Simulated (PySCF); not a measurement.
SMILES C[S][Sn]([OH])([OH])[S]C, singlet, GFN2-xTB optimised geometry.

```
15

C     -0.10     0.51     3.27
S     -1.20    -0.42     2.17
Sn    -0.60     0.51     0.00
O     -0.93     2.48     0.00
O      1.40     0.51     0.00
S     -1.37    -0.56    -2.05
C     -0.43    -2.12    -2.02
H     -0.33     1.56     3.22
H     -0.31     0.13     4.27
H      0.94     0.32     3.01
H     -1.77     2.78    -0.35
H      1.77     1.36    -0.23
H     -0.57    -2.56    -3.00
H      0.62    -1.91    -1.86
H     -0.82    -2.78    -1.26
```

Density from B3LYP/def2-TZVP, def2 effective core potentials past Kr in PySCF at that geometry. The core electrons that the potentials of Sn replace are not part of the density.

Minimum of the electron density along straight lines between bonded atoms, close to the bond critical point (lines longer than 1.1 times the sum of covalent radii, or with two minima, are not listed):

```tsv
bond	length / Å	ρ at the minimum / e bohr⁻³	∇²ρ there / e bohr⁻⁵	position (fraction from the first atom)
C1–S2	1.812	0.179	-0.29	0.47
S2–Sn3	2.439	0.083	0.07	0.52
Sn3–O4	2.003	0.112	0.42	0.51
Sn3–O5	1.994	0.115	0.43	0.51
Sn3–S6	2.440	0.083	0.07	0.48
S6–C7	1.815	0.178	-0.28	0.53
C1–H8	1.084	0.286	-1.01	0.65
C1–H9	1.085	0.283	-0.99	0.64
C1–H10	1.084	0.287	-1.01	0.65
O4–H11	0.956	0.362	-2.43	0.80
O5–H12	0.958	0.361	-2.41	0.80
C7–H13	1.085	0.284	-0.99	0.65
C7–H14	1.084	0.287	-1.01	0.65
C7–H15	1.084	0.286	-1.01	0.65
```
